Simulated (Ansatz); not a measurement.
`[SiH3][SiH]1[SiH2]S1` + HCl → `Cl[SiH]1[SiH2]S1` + SiH₄ at 500 K and 1 bar (cleavage of the Si–Si bond).

Gas-phase electronic energies from Ansatz, PBE0-D4/def2-TZVP geometries. CCSD(T)/CBS is the MP2 limit (def2-TZVPP, def2-QZVPP) plus CCSD(T) − MP2 in def2-TZVPP, frozen cores. This one scheme is used for every species.

```tsv
species	CCSD(T)/CBS energy (Eh)	H − E (kJ/mol)	S (J/(mol·K))
`[SiH3][SiH]1[SiH2]S1`	-1268.63937	189.7	430.8
HCl	-460.38127	32.5	201.9
`Cl[SiH]1[SiH2]S1`	-1437.58844	117.8	383.0
SiH₄	-291.46306	102.4	230.9
```

H − E and S are ideal-gas, rigid-rotor, harmonic terms from PBE0-D4/def2-TZVP, for one conformer and one mirror image of each species. 1 Eh = 2625.50 kJ/mol, R = 8.31446 J/(mol·K).

Question: By hand: ΔE, ΔH, ΔS and ΔG.

Answer: ΔE = (-1437.58844) + (-291.46306) − (-1268.63937) − (-460.38127) = -0.03086 Eh = -81.0 kJ/mol. Δ(H − E) = 117.8 + 102.4 − 189.7 − 32.5 = -2.0, so ΔH = -83.0 kJ/mol. ΔS = 383.0 + 230.9 − 430.8 − 201.9 = -18.8 J/(mol·K). ΔG = -83.0 − 500 × (-18.8)/1000 = -73.6 kJ/mol.

Question: By hand: the equilibrium constant, and the temperature at which ΔG would vanish if ΔH and ΔS stayed fixed.

Answer: log₁₀ K = −ΔG/(RT ln 10) = 7.7. ΔG = 0 at ΔH/ΔS = 4415 K, far beyond where these terms or the molecules hold.

ΔH outweighs TΔS. A doubt of 5 kJ/mol in ΔE shifts log₁₀ K by 0.5 here. Other conformers and mirror images would add mixing entropy, several J/(mol·K) or more a flexible species. These are equilibria of isolated gas molecules and say nothing of rates. Largest T1 diagnostic: 0.014 (customary marks: 0.02 for closed shells, 0.045 for open ones).
